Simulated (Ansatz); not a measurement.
`N/C=[CH]/[AlH][F]` + CH₃OH → `CO/C=C/N` + `[F][AlH2]`  (substitution at a C–Al bond)

Gas-phase electronic energies from Ansatz, PBE0-D4/def2-TZVP geometries. CCSD(T)/CBS is the MP2 limit (def2-TZVPP, def2-QZVPP) plus CCSD(T) − MP2 in def2-TZVPP, frozen cores. This one scheme is used for every species. Double bonds are as drawn, so ΔE can hold a change between cis and trans. DFT in def2-TZVPP. B3LYP here is the variant with VWN-RPA as its local correlation; programs differ in this. HSE06 is defined as in plane-wave codes. One conformer a species, not always the lowest.

`N/C=[CH]/[AlH][F]`:

Cartesian coordinates in Å:
```
N -0.157 -1.509 -1.344
C 0.213 -0.605 -0.402
C -0.540 0.397 0.105
Al 0.158 1.522 1.460
F 1.711 1.206 1.957
H -1.023 -1.386 -1.838
H 0.529 -2.104 -1.770
H 1.224 -0.769 -0.034
H -1.546 0.513 -0.301
H -0.569 2.734 2.167
```

CH₃OH:

Z-matrix (Å, degrees):
```
C
O 1 1.409
H 1 1.097 2 112.4
H 1 1.090 2 107.0 3 -118.5
H 1 1.097 2 112.4 3 123.0
H 2 0.959 1 108.5 3 -61.6
```

`CO/C=C/N`:

Z-matrix (Å, degrees):
```
C
O 1 1.401
H 1 1.098 2 111.3
H 1 1.089 2 106.8 3 119.2
H 1 1.098 2 111.3 3 -121.4
C 2 1.357 1 116.2 3 60.7
C 6 1.334 2 127.5 1 2.4
H 6 1.085 2 110.8 1 -179.4
N 7 1.405 6 124.2 2 172.9
H 7 1.083 6 121.3 2 -1.8
H 9 1.011 7 112.8 6 133.8
H 9 1.011 7 112.9 6 9.4
```

`[F][AlH2]`:

Cartesian coordinates in Å:
```
F 1.048 0.570 -1.058
Al -0.036 -0.020 0.037
H 0.313 0.169 1.561
H -1.325 -0.719 -0.540
```

```json
{"level": "LDA (SPW92)", "ΔE (kJ/mol)": "93.9", "difference from CCSD(T)/CBS": "-11.9"}
{"level": "PBE-D4", "ΔE (kJ/mol)": "103.2", "difference from CCSD(T)/CBS": "-2.6"}
{"level": "revPBE-D4", "ΔE (kJ/mol)": "100.5", "difference from CCSD(T)/CBS": "-5.3"}
{"level": "BLYP-D4", "ΔE (kJ/mol)": "101.2", "difference from CCSD(T)/CBS": "-4.6"}
{"level": "B97M-V", "ΔE (kJ/mol)": "97.9", "difference from CCSD(T)/CBS": "-7.9"}
{"level": "PBE0-D4", "ΔE (kJ/mol)": "106.5", "difference from CCSD(T)/CBS": "0.7"}
{"level": "r2SCANh-D4", "ΔE (kJ/mol)": "109.7", "difference from CCSD(T)/CBS": "3.9"}
{"level": "r2SCAN0-D4", "ΔE (kJ/mol)": "110.4", "difference from CCSD(T)/CBS": "4.6"}
{"level": "HSE06-D4", "ΔE (kJ/mol)": "106.9", "difference from CCSD(T)/CBS": "1.1"}
{"level": "BHLYP-D4", "ΔE (kJ/mol)": "107.2", "difference from CCSD(T)/CBS": "1.4"}
{"level": "CAM-B3LYP-D4", "ΔE (kJ/mol)": "100.7", "difference from CCSD(T)/CBS": "-5.1"}
{"level": "ωB97X-V", "ΔE (kJ/mol)": "99.6", "difference from CCSD(T)/CBS": "-6.2"}
{"level": "ωB97M-V", "ΔE (kJ/mol)": "104.4", "difference from CCSD(T)/CBS": "-1.4"}
{"level": "B2PLYP", "ΔE (kJ/mol)": "106.6", "difference from CCSD(T)/CBS": "0.8"}
{"level": "PBE-QIDH", "ΔE (kJ/mol)": "108.3", "difference from CCSD(T)/CBS": "2.5"}
{"level": "PBE", "ΔE (kJ/mol)": "104.2", "difference from CCSD(T)/CBS": "-1.6"}
{"level": "revPBE", "ΔE (kJ/mol)": "107.3", "difference from CCSD(T)/CBS": "1.5"}
{"level": "BLYP", "ΔE (kJ/mol)": "103.8", "difference from CCSD(T)/CBS": "-2.0"}
{"level": "r2SCAN", "ΔE (kJ/mol)": "109.3", "difference from CCSD(T)/CBS": "3.5"}
{"level": "PBE0", "ΔE (kJ/mol)": "107.3", "difference from CCSD(T)/CBS": "1.5"}
{"level": "B3LYP", "ΔE (kJ/mol)": "105.7", "difference from CCSD(T)/CBS": "-0.1"}
{"level": "r2SCANh", "ΔE (kJ/mol)": "110.1", "difference from CCSD(T)/CBS": "4.3"}
{"level": "HSE06", "ΔE (kJ/mol)": "107.5", "difference from CCSD(T)/CBS": "1.7"}
{"level": "CAM-B3LYP", "ΔE (kJ/mol)": "101.3", "difference from CCSD(T)/CBS": "-4.5"}
{"level": "LC-ωPBE", "ΔE (kJ/mol)": "103.9", "difference from CCSD(T)/CBS": "-1.9"}
{"level": "RPA@PBE/def2-TZVPP", "ΔE (kJ/mol)": "97.0", "difference from CCSD(T)/CBS": "-8.8"}
{"level": "MP2/def2-SVP", "ΔE (kJ/mol)": "94.8", "difference from CCSD(T)/CBS": "-11.0"}
{"level": "CCSD/def2-SVP", "ΔE (kJ/mol)": "88.6", "difference from CCSD(T)/CBS": "-17.2"}
{"level": "CCSD(T)/def2-SVP", "ΔE (kJ/mol)": "86.8", "difference from CCSD(T)/CBS": "-19.0"}
{"level": "HF/def2-TZVPP", "ΔE (kJ/mol)": "106.5", "difference from CCSD(T)/CBS": "0.7"}
{"level": "MP2/def2-TZVPP", "ΔE (kJ/mol)": "108.8", "difference from CCSD(T)/CBS": "3.0"}
{"level": "SCS-MP2/def2-TZVPP", "ΔE (kJ/mol)": "103.9", "difference from CCSD(T)/CBS": "-1.9"}
{"level": "CCSD/def2-TZVPP", "ΔE (kJ/mol)": "102.8", "difference from CCSD(T)/CBS": "-3.0"}
{"level": "CCSD(T)/def2-TZVPP", "ΔE (kJ/mol)": "101.8", "difference from CCSD(T)/CBS": "-4.0"}
{"level": "HF/def2-QZVPP", "ΔE (kJ/mol)": "106.2", "difference from CCSD(T)/CBS": "0.4"}
{"level": "MP2/def2-QZVPP", "ΔE (kJ/mol)": "111.0", "difference from CCSD(T)/CBS": "5.2"}
{"level": "SCS-MP2/def2-QZVPP", "ΔE (kJ/mol)": "106.2", "difference from CCSD(T)/CBS": "0.4"}
{"level": "HF/CBS(def2)", "ΔE (kJ/mol)": "106.2", "difference from CCSD(T)/CBS": "0.4"}
{"level": "MP2/CBS(def2)", "ΔE (kJ/mol)": "112.8", "difference from CCSD(T)/CBS": "7.0"}
{"level": "CCSD/CBS(def2)", "ΔE (kJ/mol)": "106.8", "difference from CCSD(T)/CBS": "1.0"}
{"level": "CCSD(T)/CBS", "ΔE (kJ/mol)": "105.8", "difference from CCSD(T)/CBS": "0"}
```

(1) What do rigid-rotor, harmonic-oscillator terms from PBE0-D4/def2-TZVP frequencies (298.15 K, 1 bar) make of the CCSD(T)/CBS value? (An estimate is asked.)

Largest T1 diagnostic among the species: 0.013.

## Answers

(1) Computed: ΔZPE = -5.6 kJ/mol, ΔH = +97.7 kJ/mol, ΔS = -24 J/(mol·K), ΔG = +104.8 kJ/mol.

Leaving LDA and LC-ωPBE aside and taking each functional with its dispersion term where it has one, the values spread over 12.5 kJ/mol, from B97M-V to r2SCAN0-D4. LDA lies −10.3 kJ/mol from PBE without D4. At CCSD(T), def2-SVP lies −19.0 kJ/mol from the extrapolated value and def2-TZVPP −4.0 kJ/mol.
